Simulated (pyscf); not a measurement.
Single points on ωB97X-D3(BJ)/def2-SVP structures (PySCF, gas phase).

How much does it cost (ΔH, 298 K, ωB97M-D3(BJ)/def2-TZVP) to split `[O]=[Ga][O][SiH3]` at its Ga–O bond into [O=Ga]• + •O–SiH₃?

Ga–O to [O=Ga]• + •O–SiH₃: 89.5 kcal/mol. The 7 functionals that were run give +85.3 (B3LYP-D3(BJ)) to +94.6 kcal/mol (ωB97X-D3(BJ)). The radicals are drawn with the spin at the cut bond; how far it spreads was not checked. •O–SiH₃ lies 24.9 kcal/mol over its isomer HO–SiH₂•, and others may lie lower still (electronic energy, ωB97M-D3(BJ)). The term symbol of open-shell O=Ga was not checked; spin-orbit terms are left out. Elements up to Kr have no core potential and no relativistic terms here.
